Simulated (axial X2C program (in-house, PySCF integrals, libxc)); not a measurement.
TiSb along the bond: PBE0, two-component

Calculated with an in-house all-electron X2C program for linear molecules (integrals from PySCF). Two-component (2c) means X2C with spin–orbit coupling and atomic mean-field two-electron Coulomb and Gaunt terms. Basis: Sb dyall-cv3z [11s12p8d4f1g], Ti dyall-cv3z [10s10p6d4f2g] (cores contracted in-house); Gaussian nuclei, density fitting, unrestricted open shells. Masses: Sb 120.904 u, Ti 47.948 u.

State: Ω = 3/2 (⟨Sz⟩ = -0.52, ⟨Lz⟩ = 2.02 at PBE0). Dipoles are positive if Ti is the positive end.

Results along the bond:

```tsv
R (Å)	μ (D)	HOMO (eV)	LUMO (eV)
2.233	5.308	-5.22	-2.67
2.336	5.414	-5.15	-2.66
2.413	5.449	-5.12	-2.65
2.490	5.456	-5.10	-2.64
2.567	5.438	-5.10	-2.63
2.657	5.387	-5.05	-2.62
2.747	5.310	-4.96	-2.62
2.862	5.176	-4.84	-2.61
3.003	4.970	-4.71	-2.60
3.209	4.613	-4.53	-2.59
```

Occupations by symmetry block were frozen at the best pattern of an incomplete PBE0 search. Density functionals use the spin component along the axis (collinear). PBE0 can misorder states that lie within some tenths of an eV, so this need not be the ground state of the molecule. The nearest other 2c determinant of the search, Ω = 5/2, lies 0.01 eV up at the distance of the search. The functionals have no current-density term, which raises determinants with orbital currents, atoms included. The determinant is spin-polarised beyond a pure state at some levels (its spin-free form has ⟨S²⟩ too high), which makes Re and μ there less reliable.
